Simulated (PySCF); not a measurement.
Radial density of Ag²⁺ (silver, charge +2)

BP86, [Kr] 4d8 5s1, high-spin 4F determinant (an excited configuration). Computed with PySCF 2.14 in aug-cc-pwCVTZ-PP with ECP28MDF, with scalar relativity through the core potential. This is the valence pseudo-density: the core potential removes the inner electrons and smooths the orbitals near the nucleus.

```tsv
r (bohr)	4πr²ρ (e/bohr)	4πr²(ρα − ρβ)
0.0180	1.493e-05	0.0000
0.0304	3.723e-05	0.0000
0.0511	8.606e-05	0.0000
0.0859	0.0003333	0.0001
0.144	0.003467	0.0006
0.243	0.05569	0.0090
0.409	1.361	0.1571
0.687	13.81	1.2616
1.16	13.78	1.7238
1.94	2.864	1.0218
3.27	0.3253	0.2532
5.50	0.004472	0.0042
```

Energies and moments cover only the electrons outside the core potential.
